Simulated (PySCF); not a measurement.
CH5N2S, SMILES NC([NH3+])=S, charge +1. Atoms are numbered in the order given.

```xyz
9

N      1.2458    -0.9763     0.0000
C      0.1443    -0.2175     0.0000
N     -1.1182    -1.0976     0.0000
S     -0.0543     1.3856     0.0000
H      1.2559    -1.9921     0.0000
H      2.1472    -0.5039     0.0000
H     -1.9247    -0.4532     0.0000
H     -1.1847    -1.6988     0.8386
H     -1.1847    -1.6988    -0.8386
```
Charge +1, spin multiplicity 1.

The structure is a stationary point at B3LYP-D3(BJ)/def2-SVP. The isomer is the one that the SMILES or the coordinates give; other isomers of the formula were not compared. The values are those of a single conformer.

All values below come from B3LYP-D3(BJ)/def2-SVP in PySCF.

Frequencies are harmonic and unscaled.

```json
[
 {"mode": "1", "ν (cm⁻¹)": "145", "IR (km/mol)": "2.3", "moving atoms (share of kinetic energy)": "H 96 %"},
 {"mode": "2", "ν (cm⁻¹)": "317", "IR (km/mol)": "68.4", "moving atoms (share of kinetic energy)": "H 82 %, N 12 %"},
 {"mode": "3", "ν (cm⁻¹)": "381", "IR (km/mol)": "5.4", "moving atoms (share of kinetic energy)": "N 43 %, H 24 %, S 24 %, C 9 %"},
 {"mode": "4", "ν (cm⁻¹)": "435", "IR (km/mol)": "4.2", "moving atoms (share of kinetic energy)": "N 44 %, H 31 %, S 17 %"},
 {"mode": "5", "ν (cm⁻¹)": "518", "IR (km/mol)": "95.1", "moving atoms (share of kinetic energy)": "C 52 %, H 45 %"},
 {"mode": "6", "ν (cm⁻¹)": "593", "IR (km/mol)": "63.6", "moving atoms (share of kinetic energy)": "H 76 %, N 14 %, C 9 %"},
 {"mode": "7", "ν (cm⁻¹)": "657", "IR (km/mol)": "16.6", "moving atoms (share of kinetic energy)": "N 55 %, C 18 %, H 17 %, S 10 %"},
 {"mode": "8", "ν (cm⁻¹)": "895", "IR (km/mol)": "30.6", "moving atoms (share of kinetic energy)": "H 30 %, C 29 %, S 25 %, N 16 %"},
 {"mode": "9", "ν (cm⁻¹)": "987", "IR (km/mol)": "0.9", "moving atoms (share of kinetic energy)": "H 71 %, N 26 %"},
 {"mode": "10", "ν (cm⁻¹)": "994", "IR (km/mol)": "6.3", "moving atoms (share of kinetic energy)": "H 69 %, N 16 %, C 15 %"},
 {"mode": "11", "ν (cm⁻¹)": "1197", "IR (km/mol)": "65.5", "moving atoms (share of kinetic energy)": "H 45 %, C 33 %, N 21 %"},
 {"mode": "12", "ν (cm⁻¹)": "1433", "IR (km/mol)": "177.2", "moving atoms (share of kinetic energy)": "H 84 %, N 16 %"},
 {"mode": "13", "ν (cm⁻¹)": "1509", "IR (km/mol)": "167.4", "moving atoms (share of kinetic energy)": "C 47 %, H 44 %"},
 {"mode": "14", "ν (cm⁻¹)": "1574", "IR (km/mol)": "84.1", "moving atoms (share of kinetic energy)": "H 95 %"},
 {"mode": "15", "ν (cm⁻¹)": "1603", "IR (km/mol)": "43.3", "moving atoms (share of kinetic energy)": "H 96 %"},
 {"mode": "16", "ν (cm⁻¹)": "1649", "IR (km/mol)": "253.4", "moving atoms (share of kinetic energy)": "H 54 %, N 23 %, C 22 %"},
 {"mode": "17", "ν (cm⁻¹)": "3334", "IR (km/mol)": "53.5", "moving atoms (share of kinetic energy)": "H 98 %"},
 {"mode": "18", "ν (cm⁻¹)": "3432", "IR (km/mol)": "127.8", "moving atoms (share of kinetic energy)": "H 91 %, N 9 %"},
 {"mode": "19", "ν (cm⁻¹)": "3438", "IR (km/mol)": "113.1", "moving atoms (share of kinetic energy)": "H 91 %, N 9 %"},
 {"mode": "20", "ν (cm⁻¹)": "3542", "IR (km/mol)": "193.6", "moving atoms (share of kinetic energy)": "H 96 %"},
 {"mode": "21", "ν (cm⁻¹)": "3660", "IR (km/mol)": "120.7", "moving atoms (share of kinetic energy)": "H 90 %, N 10 %"}
]
```
